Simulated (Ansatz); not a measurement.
Ansatz (an electronic-structure program) input (B3LYP-D3(BJ)/def2-TZVP):

Ansatz 0.2 input:
```yaml
crystal:
  periodic: [false, false, false]
  atoms:
    - {symbol: Se, position_ang: [0.07146357, -0.02648977, 0.78040971]}
    - {symbol: F, position_ang: [0.62093686, 1.09674306, -0.34190367]}
    - {symbol: F, position_ang: [-0.65247578, -1.01023133, -0.37340877]}
basis:
  gaussian:
    orbitals: def2-TZVP
hamiltonian:
  xc: b3lyp
  dispersion: d3bj
total_charge: 1
magnetization: {spin_polarized: true, initial_magnetization: 1}
relax: {f_tol: 0.002, max_steps: 150}
```

End of the output:

```
the calculation of the forces begins
reference -70775.91064231 eV, -2600.9667424697 hartree; 26, 25 occupied and 84, 85 virtual orbitals, 721 factors
relax step   4: F+E_penalty+E_count = -70775.96540688 eV  Δ(F+E_penalty+E_count) = -9.974e-6 eV  max|allowed force component| = 5.825e-4 eV/Å  Δτ_max = 0.0010 Å  (34 SCF iters, accepted)
integrals: 0.03 GiB planned
721 factors; their error is unknown
mean field: 0.47 GiB planned
mean field evaluation 64: about -70775.9105 eV, gradient 4.3e-5 eV
mean field -70775.91047708 eV, -2600.9667363976 hartree, gradient 2.1e-5 eV, S^2 0.752820; 1 other end points of the search recorded, 0 dependent functions left out
the calculation of the forces begins
reference -70775.91064231 eV, -2600.9667424697 hartree; 26, 25 occupied and 84, 85 virtual orbitals, 721 factors
Total energy: -70775.96557211 eV, -2600.9687611024 hartree
Atom 0 at     0.068676    -0.024257     0.744019 Å, force    -0.000045     0.000035    -0.000583 eV/Å
Atom 1 at     0.641150     1.126764    -0.323242 Å, force     0.000035     0.000002     0.000291 eV/Å
Atom 2 at    -0.669901    -1.042485    -0.355680 Å, force     0.000011    -0.000037     0.000292 eV/Å
Dipole moment:     0.038073    -0.030438     0.496695 e Å
```
